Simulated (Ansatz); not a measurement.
System: CPt (charge 0, singlet). 
Structure (B3LYP-D3(BJ)/def2-TZVP (Ansatz, an electronic-structure program) minimum search):
```xyz
2

Pt     0.0000     0.0000    -0.1197
C      0.0000     0.0000     1.5562
```
Charge 0, spin multiplicity 1.

Dipole moments at this geometry, in debye (magnitudes).

| level | program | dipole (D) |
|---|---|---|
| SVWN5/def2-TZVPD | Ansatz | 0.96 |
| r2SCAN/def2-TZVPD | Ansatz | ___ |
| B97M-V/def2-TZVPD | Ansatz | 1.06 |
| BHLYP/def2-TZVPD | Ansatz | 1.48 |
| LC-wPBE/def2-TZVPD | Ansatz | 1.87 |
| CCSD(T)/def2-SVPD | Ansatz | ___ |

Q: What belongs in the gaps?

A: 
- r2SCAN/def2-TZVPD, dipole (D): 1.19
- CCSD(T)/def2-SVPD, dipole (D): 1.03
